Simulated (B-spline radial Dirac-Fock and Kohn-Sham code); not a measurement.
**Auger parameter of titanium: the K level and its strongest K-LL line**

Calculated with a radial B-spline solver, using Dirac-Fock (average of configuration) total-energy differences with a finite nucleus, the Breit interaction including its frequency dependence, and self-energy and vacuum-polarisation corrections. The modified Auger parameter α′ is the binding energy plus the kinetic energy of the Auger electron; it does not depend on the energy zero. For free ions it tends to fall with charge, since less charge screens the final holes.

| species | configuration | binding 1s (eV) | Auger line | kinetic (eV) | α′ (eV) |
| --- | --- | --- | --- | --- | --- |
| Ti | [Ar] 3d2 4s2 | 4976.3 | L2L3 J=2 | 3980.0 | 8956.2 |
| Ti | [Ar] 3d2 4s1 4p1 | 4977.4 | L2L3 J=2 | 3978.9 | 8956.3 |
| Ti | [Ar] 3d3 4s1 | 4970.7 | L2L3 J=2 | 3990.0 | 8960.7 |
| Ti | [Ar] 3d1 4s2 4p1 | 4984.4 | L2L3 J=2 | 3967.5 | 8951.9 |
| Ti⁺ | [Ar] 3d2 4s1 | 4984.6 | L2L3 J=2 | 3969.8 | 8954.4 |
| Ti⁺ | [Ar] 3d1 4s2 | 4992.2 | L2L3 J=2 | 3957.9 | 8950.1 |
| Ti²⁺ | [Ar] 3d2 | 4994.5 | L2L3 J=2 | 3958.6 | 8953.1 |
| Ti³⁺ | [Ar] 3d1 | 5014.0 | L2L3 J=2 | 3933.6 | 8947.6 |
| Ti³⁺ (Watson 1.6 Å) | [Ar] 3d1 | 4987.0 | L2L3 J=2 | 3960.6 | 8947.6 |
| Ti³⁺ (Watson 2.2 Å) | [Ar] 3d1 | 4994.4 | L2L3 J=2 | 3953.3 | 8947.6 |
| Ti⁴⁺ | [Ne] 3s2 3p6 | 5036.5 | L2L3 J=2 | 3905.9 | 8942.4 |
